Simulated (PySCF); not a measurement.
Ions at one geometry of [HfOCl]+

PySCF 2.14.0, RKS PBE0, Hf def2-SVP with ECP60, O def2-SVP, Cl def2-SVP; non-relativistic Hamiltonian with scalar-relativistic core potentials where named; density fitting; no spin-orbit coupling; singlets restricted, open shells unrestricted. The geometry is relaxed for charge +1, singlet, vacuum:

```xyz
3

Hf    0.1830    0.0000   -0.4514
O     1.4965    0.0000    0.6426
Cl   -1.6895    0.0000    0.8574
```

Energies count from the relaxed state; an electron taken off or put on is at rest in vacuum. Charges and spins are Mulliken's.

```
                     state  energy (eV)  spin squared  charge on Hf1 (e)  spin on Hf1 (e)  dipole about the centre of mass (D)
charge +1, singlet, vacuum         0.00          0.00               1.29             0.00                                 6.14
 charge 0, doublet, vacuum        -7.54          0.75               0.54             1.08                                 4.94
```

Task: What does the state charge +2, doublet, vacuum give?

Result: energy (eV) 16.68, spin squared 0.78, charge on Hf1 (e) 1.64, spin on Hf1 (e) -0.19, dipole about the centre of mass (D) 3.68.

With an electron taken off (doublet) the charges change, summed by element, by Hf +0.36 e, O +0.23 e, Cl +0.41 e. The vertical ionisation energy is 16.68 eV, against −ε(HOMO) = 14.24 eV of the relaxed state. The level lies 2.4 eV too high, as is usual for semilocal functionals and global hybrids, which keep a self-interaction error.

With an electron put on (doublet) the charges change, summed by element, by Hf -0.74 e, O -0.11 e, Cl -0.15 e. The vertical electron affinity is 7.54 eV, against −ε(LUMO) = 9.34 eV of the relaxed state.

Open shells may have lower solutions than those found.
